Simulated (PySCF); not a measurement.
Simulated Si 2p region for `NN[SiH](C)C`, binding energy against the vacuum level.

Every computed line was given a Gaussian of 0.5 eV full width at half maximum and an area set by the number of equivalent atoms (split 2:1 within a doublet); the highest printed point is 100. Method: delta-SCF UKS SCAN, pcX-2 on the ionised atom, pcseg-1 elsewhere, spin-free X2C in PySCF.

binding energy (eV), intensity and a bar:
```
    105.6          0 
    105.7          1 
    105.8          5 #
    105.9         14 ####
    106.0         32 #########
    106.1         58 #################
    106.2         85 #########################
    106.3        100 ##############################
    106.4         95 #############################
    106.5         76 #######################
    106.6         56 #################
    106.7         46 ##############
    106.8         47 ##############
    106.9         51 ###############
    107.0         49 ###############
    107.1         38 ###########
    107.2         24 #######
    107.3         12 ####
    107.4          5 #
    107.5          2 
    107.6          0
```

**Question.** Count the maxima, the lines and the sites behind this envelope.

**Answer.** The curve has 2 maxima (at 106.3 and 106.9 eV). Under it lie 2 lines from 1 inequivalent silicon site, drawn as a 2p3/2, 2p1/2 pair.

**Question.** Decompose the envelope and assign each component. Numbering: `[CH3:1][SiH:2]([CH3:3])[NH:4][NH2:5]`.

**Answer.** 
```
position (eV)  relative area      line  atoms  environment
       106.32           0.67  Si 2p3/2    Si2  SiH silicon
       106.95           0.33  Si 2p1/2    Si2  SiH silicon
```

**Question.** What are the centre and the root-mean-square width of the whole band?

**Answer.** The area-weighted mean of the lines is 106.53 eV. Their own spread about it is 0.29 eV (rms) and each Gaussian has σ = 0.5/2.355 = 0.21 eV; the variances add, which gives 0.36 eV.

No satellites, vibrations or lifetime broadening are included. Spin–orbit coupling isn't in the SCF: each 2p doublet comes from a relaxed spin-free hole plus a matrix of the shell (mean-field spin–orbit coupling and the ground-state 2p splitting), with 2p3/2 averaged over its two sublevels. 2p1/2 minus 2p3/2 (ligand field included): Si 0.62 eV. Geometry: GFN2-xTB, one conformer, isolated molecule.

The values belong to the conformer `[CH3:1][SiH:2]([CH3:3])[NH:4][NH2:5]`: C1–Si2–N4–N5 176°, H–N5–N4–Si2 -67°, H–N5–N4–Si2 49°.
